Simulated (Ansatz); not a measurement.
Compare A (`B[NH][GaH][CH3]`) with its isomer B (`BN[CH2][GaH2]`).

Gas-phase electronic energies from Ansatz, PBE0-D4/def2-TZVP geometries. CBS: MP2 limit from def2 TZ/QZ plus the TZ coupled-cluster correction, frozen cores. DFT in def2-TZVPP. B3LYP here is the variant with VWN-RPA as its local correlation; programs differ in this. For Ga outer-core shells are correlated without core-valence functions, which leaves a few kJ/mol of doubt a bond. Scalar relativity is left out up to krypton. Each species was taken in one conformer, which may not be the lowest.

A:

```xyz
11

B    -1.726    0.837   -0.334
N    -0.770    1.026    0.667
Ga    0.846    0.109    0.812
C     1.242   -1.238   -0.548
H    -1.521    0.017   -1.189
H    -2.740    1.482   -0.343
H    -0.977    1.723    1.369
H     1.727    0.535    2.037
H     0.437   -1.975   -0.591
H     1.300   -0.766   -1.532
H     2.183   -1.751   -0.348
```

B:

Z-matrix (Å, degrees):
```
C
N 1 1.450
Ga 1 1.988 2 115.0
H 1 1.099 2 111.0 3 123.4
H 1 1.094 2 108.3 3 -121.2
B 2 1.383 1 127.1 3 120.9
H 2 1.009 1 114.1 3 -56.6
H 3 1.573 1 119.0 2 13.1
H 3 1.572 1 120.1 2 -168.0
H 6 1.197 2 118.8 1 -178.6
H 6 1.199 2 118.9 1 1.1
```

(1) Which is lower in electronic energy at CCSD(T)/CBS, and by how much? (Best estimate.)

(2) Give E(B) − E(A) in kJ/mol with CCSD(T)/def2-TZVPP, ωB97M-V, CCSD/def2-TZVPP, LDA (SPW92), B3LYP, HF/def2-TZVPP, PBE-D4. (Estimate.)

Largest T1 diagnostic: 0.013.

Results:

(1) The calculation gave: A, by 139.5 kJ/mol.

(2) The calculation gave: CCSD(T)/def2-TZVPP 139.0, ωB97M-V 131.7, CCSD/def2-TZVPP 139.0, LDA (SPW92) 116.2, B3LYP 128.9, HF/def2-TZVPP 138.4, PBE-D4 122.4. None reverses the order clearly.

From BLYP to BHLYP (50 % exact exchange), in def2-TZVPP and without D4, E(B) − E(A) moves by +8.0 kJ/mol. At CCSD(T), def2-SVP lies −13.1 kJ/mol from the extrapolated value and def2-TZVPP −0.5 kJ/mol.
